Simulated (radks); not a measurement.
Results of a calculation; reference values are marked as such.
All-electron atom: Kr3+ in [Ar] 3d10 4s2 4p3. Level of theory: scalar-relativistic Kohn-Sham, BLYP, spin-polarised, spherical densities, point nucleus; open shells are filled with parallel spins first (a radial shooting solver on a logarithmic mesh with Libxc functionals). Some entries of the table are withheld. Estimate them.

orbital  occ.  eigenvalue (hartree)  <r^2> (bohr^2)
1s up       1             -521.9541        0.002318
1s down     1             -521.9435        0.002318
2s up       1             -70.02340         0.03971
2s down     1             -70.01731         0.03971
2p up       3             -62.09976         0.03136
2p down     3             -62.08966         0.03136
3s up       1             -11.16973          0.3233
3s down     1             -11.15608          0.3229
3p up       3              -8.64675          0.3417
3p down     3              -8.63148          0.3410
3d up       5              -4.46811          0.3789
3d down     5              -4.44978          0.3750
4s up       1              -2.21261           2.418
4s down     1              -2.09903           2.435
4p up       3                   (1)             (2)
4p down     0                   (3)             (4)

Answer. 
(1) 4p up eigenvalue (hartree): -1.63099
(2) 4p up <r^2> (bohr^2): 3.116
(3) 4p down eigenvalue (hartree): -1.51982
(4) 4p down <r^2> (bohr^2): 3.225
